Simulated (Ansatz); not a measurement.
**Abstraction of Cl: MgHCl + Si(CH3)2Cl → MgH + Si(CH3)2Cl2**

Species: MgHCl `[MgH][Cl]`, singlet; Si(CH3)2Cl, doublet; MgH, doublet; Si(CH3)2Cl2 (dichlorodimethylsilane), singlet. A radical takes Cl: the energy is the difference in strength between the Mg–Cl bond broken and the Si–Cl bond made.

Shapes, held fixed at every level: PBE0-D4/def2-TZVP. Programs: Ansatz 0.2.0. The zero-point and thermal change to 298 K, harmonic and unscaled (PBE0-D4/def2-TZVP), is -0.1 kJ/mol.

```tsv
level	kind	ΔH(298 K) (kJ/mol)	less CCSD(T)/def2-TZVPP
PBE0-D4/def2-TZVPP	global hybrid	-10.7	-2.4
wB97M-V/def2-TZVPP	range-separated hybrid	-8.2	+0.1
wB97X-V/def2-TZVPP	range-separated hybrid	-5.2	+3.1
B2PLYP/def2-TZVPP	double hybrid	-0.6	+7.7
CCSD(T)/def2-SVP	coupled cluster or CI	+3.8	+12.1
CCSD/def2-TZVPP	coupled cluster or CI	-5.2	+3.1
CCSD(T)/def2-TZVPP	coupled cluster or CI	-8.3	0.0
```

The highest level, CCSD(T)/def2-TZVPP, gives ΔH(298 K) = -8.3 kJ/mol; the levels span -10.7 to +3.8. They disagree on the sign: 1 of 7 are positive. The column of differences is taken from that level and isn't an error. No measured value is set beside it here. Open shells run unrestricted unless RO is named. Correlated rows may include outer-core shells of Mg, which these sets cover unevenly.
